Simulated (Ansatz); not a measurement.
Reaction (ligand exchange at a Mg–Cl bond): `[SiH3][N]([SiH3])[Mg][Cl]` + `[SiH3]N[SiH3]` → `[SiH3][N]([SiH3])[Mg][N]([SiH3])[SiH3]` + HCl

Program: Ansatz. Geometries: PBE0-D4/def2-TZVP. ΔE: electronic, gas phase. CBS: MP2 limit from def2 TZ/QZ plus the TZ coupled-cluster correction, frozen cores. This one scheme is used for every species. Functionals use def2-TZVPP. B3LYP here is the variant with VWN-RPA as its local correlation; programs differ in this. HSE06 is defined as in plane-wave codes. For Mg outer-core shells are correlated without core-valence functions, which leaves a few kJ/mol of doubt a bond. One conformer a species, not always the lowest.

```csv
level,ΔE (kJ/mol),difference from CCSD(T)/CBS
LDA (SPW92),94.5,1.6
PBE-D4,97.8,4.9
revPBE-D4,96.8,3.9
BLYP-D4,102.6,9.7
r2SCAN-D4,102.8,9.9
B97M-V,105.7,12.8
PBE0-D4,103.3,10.4
B3LYP-D4,106.8,13.9
r2SCANh-D4,104.4,11.5
r2SCAN0-D4,106.8,13.9
HSE06-D4,103.3,10.4
ωB97M-V,107.6,14.7
B2PLYP,111.4,18.5
PBE-QIDH,106.8,13.9
PBE,105.6,12.7
revPBE,110.4,17.5
BLYP,116.6,23.7
r2SCAN,106.0,13.1
PBE0,110.7,17.8
B3LYP,118.6,25.7
r2SCAN0,110.5,17.6
HSE06,110.5,17.6
BHLYP,124.1,31.2
CAM-B3LYP,117.9,25.0
LC-ωPBE,112.0,19.1
HF/def2-SVP,148.9,56.0
MP2/def2-SVP,114.4,21.5
CCSD/def2-SVP,116.6,23.7
CCSD(T)/def2-SVP,111.8,18.9
HF/def2-TZVPP,137.4,44.5
MP2/def2-TZVPP,98.5,5.6
SCS-MP2/def2-TZVPP,101.4,8.5
CCSD/def2-TZVPP,102.6,9.7
CCSD(T)/def2-TZVPP,97.0,4.1
HF/def2-QZVPP,137.0,44.1
MP2/def2-QZVPP,96.0,3.1
SCS-MP2/def2-QZVPP,99.4,6.5
HF/CBS(def2),136.9,44.0
MP2/CBS(def2),94.3,1.4
CCSD/CBS(def2),98.4,5.5
CCSD(T)/CBS,92.9,0
```

Largest T1 diagnostic among the species: 0.011.

At CCSD(T), def2-SVP lies +18.9 kJ/mol from the extrapolated value and def2-TZVPP +4.1 kJ/mol. The D4 term adds −11.8 kJ/mol with B3LYP and −7.4 kJ/mol with PBE0; it sums over pairs of atoms, weighted by their polarisabilities, and B3LYP, whose exchange is more repulsive, gets the larger term. Leaving LDA and LC-ωPBE aside and taking each functional with its dispersion term where it has one, the values, not all of them listed here, spread over 16.1 kJ/mol, from revPBE-D4 to BHLYP-D4. LDA lies −11.1 kJ/mol from PBE without D4.
